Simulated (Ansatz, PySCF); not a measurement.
C7H8O, SMILES Oc1ccc(cc1)C.

The structure is a stationary point at ωB97X-D3(BJ)/def2-SVP. One conformer was computed; it need not be the lowest.

Vertical ionisation energy (IE) and electron affinity (EA) in eV. Rows of orbital energies are one-electron estimates. Where ΔSCF, EOM or ADC give a negative EA the extra electron is unbound and the value depends on the basis.

```tsv
level	IE	EA
−ε(HOMO), −ε(LUMO), CAM-B3LYP/def2-TZVP (PySCF)	7.46	-0.79
−ε(HOMO), −ε(LUMO), PBE/def2-TZVP (PySCF)	5.24	1.14
ΔSCF, PBE0/def2-SVPD (Ansatz), final states of multiplicity 2 and 2	8.17	-1.40
ΔSCF, PBE/def2-SVPD (Ansatz), final states of multiplicity 2 and 2	8.05	-1.24
```

What vertical singlet–triplet gap does ΔSCF give with PBE0/def2-SVPD (Ansatz, an electronic-structure program) and with PBE/def2-SVPD (Ansatz)? (An estimate is asked for; the answer gives what the named calculation found.)

3.91 and 3.88 eV (triplet above singlet where positive).
